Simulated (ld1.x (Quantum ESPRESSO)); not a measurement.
## Ca, TM: configuration errors across variants

- Element: Ca (Z = 20)
- Generator: ld1.x (Quantum ESPRESSO) 7.5
- Type: norm-conserving Troullier–Martins (Kleinman–Bylander form)
- Functional: LDA (PZ)
- Relativity: scalar-relativistic
- Frozen core: [Ar]
- Valence charge: 2
- Reference configuration: 3d0 4s2 4p0
- Partial waves: 4p (bound, empty): rc 4.00 bohr; 3d (bound, empty): rc 2.95 bohr; 4s (bound): rc 3.65 bohr
- Local potential: the s channel
- Core correction: Bessel-smoothed model core inside 3.00 bohr

All-electron excitation energies from the reference (eV): (1) 3d0 4s1 4p0 6.463; (2) 3d0 4s1.5 4p0 2.567; (3) 3d0 4s1 4p1 2.491; (4) 3d0 4s0 4p2 5.117; (5) 3d1 4s1 4p0 2.242; (6) 3d1 4s0 4p0 7.799; (7) 3d0 4s0 4p1 9.585; (8) 3d0 4s1 4p0 spin 6.255; (9) 3d0 4s1.5 4p0 spin 2.528.

Spin tests fill each open shell by Hund’s rule, majority spin first.

Errors AE − PS in meV (a dash: test not solved or not reliable):

```tsv
change	(1)	(2)	(3)	(4)	(5)	(6)	(7)	(8)	(9)	bound ghosts
base	-1.1	+0.1	-5.5	-27	+8.4	+38	-28	-2.1	+0.4	none
wave 4s (bound): rc 3.65 bohr becomes 4s (bound): rc 2.38 bohr	+1.0	+0.6	-5.1	-28	+23	+65	-30	-0.1	+0.9	none
wave 4s (bound): rc 3.65 bohr becomes 4s (bound): rc 3.18 bohr	-1.0	0.0	-3.6	-17	-1.1	+23	-16	+0.4	+0.6	none
wave 4s (bound): rc 3.65 bohr becomes 4s (bound): rc 3.78 bohr	-1.3	+0.2	-6.1	-30	+11	+43	-33	-2.9	+0.3	none
wave 4s (bound): rc 3.65 bohr becomes 4s (bound): rc 4.26 bohr	-2.4	+0.5	-11	-58	+32	+72	-68	-9.0	-0.1	none
wave 4s (bound): rc 3.65 bohr becomes 4s (bound): rc 5.40 bohr	-9.8	+1.1	-30	-155	+89	–	-198	-26	-1.0	none
```

Question: Give the same row for: wave 4s (bound): rc 3.65 bohr becomes 4s (bound): rc 4.78 bohr.

Answer: -4.5, +0.8, -18, -93, +55, –, -114, -16, -0.5; bound ghosts: none.
